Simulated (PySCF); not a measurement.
These are PBE-D3(BJ)/def2-TZVP // CAM-B3LYP-D3(BJ)/def2-TZVP run with PySCF values and carry that method's errors. All species are isolated molecules in the gas phase. One relaxed conformer stands for a flexible species; it need not be the lowest. 

Reference species (SMILES): `[NH2][In]([NH2])[NH2]` (neutral, multiplicity 1).

| Item | Value |
|---|---|
| HOMO | -5.26 eV |
| LUMO | -1.43 eV |

Changed species: `[InH3]` (3 of 3 NH2 replaced by H; the reference has 0 of 3 NH2 replaced by H).

What does the change do to the HOMO and LUMO?

the HOMO falls by 1.74 eV, to -7.00 eV; the LUMO falls by 1.21 eV, to -2.64 eV.
